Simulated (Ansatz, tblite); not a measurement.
Cost and result up the ladder for the cluster Cd4⁻ (4 atoms). The state is a doublet with charge -1. Geometry: PBE0/def2-SVPD.

```xyz
4

Cd    0.525   -1.250   -0.645
Cd   -0.521    1.252    0.645
Cd    0.392   -1.147    2.544
Cd   -0.396    1.146   -2.544
```

Ansatz on 4 threads of Arm Neoverse V2 on a shared host; xTB runs through tblite on one thread. Times are rough, summed over both states, and most runs start from the orbitals of an earlier one. RPA@PBE/def2-TZVPD serves as the yardstick here, not as an exact answer. The other state is a quartet at its own geometry, which has other bonds, so the gap mixes isomer and spin.

In the def2 sets Cd takes a core potential; there is no spin–orbit coupling. The xTB rows come from tblite. B3LYP takes the VWN-RPA correlation. Correlated methods freeze no core orbitals; core or outer-core shells of Cd are correlated, in sets that lack core-valence functions. HOMO above LUMO, or a gap near zero within one spin, warns that the state may not be the lowest or that an electron is smeared out. The structure comes from a short search, and lower isomers may exist.

Run but left out: MP2/def2-TZVPD (quartet: ⟨S²⟩ 3.93, where a pure state has 3.75).

Correlated methods converge slowly with the basis.

xTB has no spin-polarisation term.

```tsv
level	functions	wall time
GFN2-xTB	16	0.002 s
GFN1-xTB	16	0.003 s
BLYP/def2-TZVPD	160	11 s
revPBE/def2-TZVPD	160	11 s
PBE/def2-TZVPD (with forces)	160	11 s
B3LYP/def2-TZVPD	160	21 s
PBE0/def2-TZVPD	160	22 s
RPA@PBE/def2-TZVPD	160	22 s
r2SCAN/def2-TZVPD	160	23 s
BHLYP/def2-TZVPD	160	25 s
CAM-B3LYP/def2-TZVPD	160	25 s
```

(1) Estimate what each level gives for the quartet − doublet (eV).

Results:

(1) 
| level | quartet − doublet (eV) | difference from RPA@PBE/def2-TZVPD (eV) | remarks |
| --- | --- | --- | --- |
| GFN2-xTB | 4.83 | 3.38 | – |
| GFN1-xTB | 4.36 | 2.91 | – |
| BLYP/def2-TZVPD | 1.76 | 0.31 | HOMO above zero (doublet), HOMO above zero (quartet), gap within one spin near zero (quartet) |
| revPBE/def2-TZVPD | 1.52 | 0.06 | HOMO above zero (doublet), HOMO above zero (quartet) |
| PBE/def2-TZVPD (with forces) | 1.48 | 0.03 | HOMO above zero (doublet), HOMO above zero (quartet), gap within one spin near zero (quartet) |
| B3LYP/def2-TZVPD | 1.65 | 0.20 | HOMO above zero (doublet), HOMO above zero (quartet) |
| PBE0/def2-TZVPD | 1.35 | -0.10 | HOMO above zero (doublet), HOMO above zero (quartet) |
| RPA@PBE/def2-TZVPD | 1.45 | 0.00 | – |
| r2SCAN/def2-TZVPD | 1.25 | -0.20 | HOMO above zero (doublet), HOMO above zero (quartet) |
| BHLYP/def2-TZVPD | 1.51 | 0.06 | HOMO above zero (doublet) |
| CAM-B3LYP/def2-TZVPD | 1.58 | 0.13 | – |
